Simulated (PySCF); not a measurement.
**Working out the ionisation energy of Ni**

Ni [Ar] 3d8 4s2 (3F) → Ni+ [Ar] 3d9 (2D). All numbers are calculated (PySCF 2.14, no relativity, point nucleus, in def2-TZVP). Frozen: [Ar]. Energies in hartree (1 hartree = 27.21139 eV):

| part | Ni (lower) | Ni+ (upper) |
| --- | --- | --- |
| UHF | -1506.846194 | -1506.563220 |
| MP2 opposite-spin | -0.165401 | -0.192224 |
| MP2 same-spin | -0.091802 | -0.112641 |

Task: What does Hartree-Fock give?

Result: (-1506.563220) − (-1506.846194) = 0.282974 hartree = 7.700 eV.

Task: What do MP2 and SCS-MP2 (6/5 opposite-spin, 1/3 same-spin) give?

Result: The opposite-spin parts differ by -0.730 eV and the same-spin parts by -0.567 eV. MP2: 7.700 + (-0.730) + (-0.567) = 6.403 eV. SCS-MP2: 7.700 + 1.2 × (-0.730) + (-0.567)/3 = 6.635 eV.

Reference: 7.640 eV (measured; NIST Atomic Spectra Database, ionization energies), between the lowest levels; spin-orbit coupling is absent from the calculation.

The calculation is non-relativistic.

What remains against the reference includes basis incompleteness, the frozen core and correlation beyond second order.
